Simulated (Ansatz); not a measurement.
Molecule: ethenyl(methoxymethyl)silane, C₄H₁₀OSi, net charge 0, singlet state. SMILES: C(OC)[SiH2]C=C
Geometry: optimised at B3LYP-D3(BJ)/def2-TZVP (Ansatz, a program for electronic structure).

Quantity: size of the dipole moment, in D. Terms: non-relativistic; spin-orbit terms left out; 6-311+G** with 5d, 6d on Na to Ar in Ansatz; six Cartesian d functions in 6-31G* and its kin unless marked 5d; LANL2DZ with its own core potentials from Na on; no dispersion term unless named. Ab initio and DFT rows: single points at B3LYP-D3(BJ) geometries (Ansatz).

```
level          program  size of the dipole moment (D)
-------------  -------  -----------------------------
PBE/STO-3G      Ansatz                           0.95
PBE/3-21G       Ansatz                           1.39
PBE/LANL2DZ     Ansatz                           1.64
PBE/6-31G*      Ansatz                           1.30
PBE/def2-SVP    Ansatz                           1.28
PBE/6-311+G**   Ansatz                           1.33
```

No value to compare with is used here. The 6 habitual levels span 0.95 (PBE/STO-3G) to 1.64 D (PBE/LANL2DZ).

The sets are all those run for this method; left out are runs that failed, that the program found above a lower state of the same kind, or whose <S^2> lies over 0.5 above the pure value.
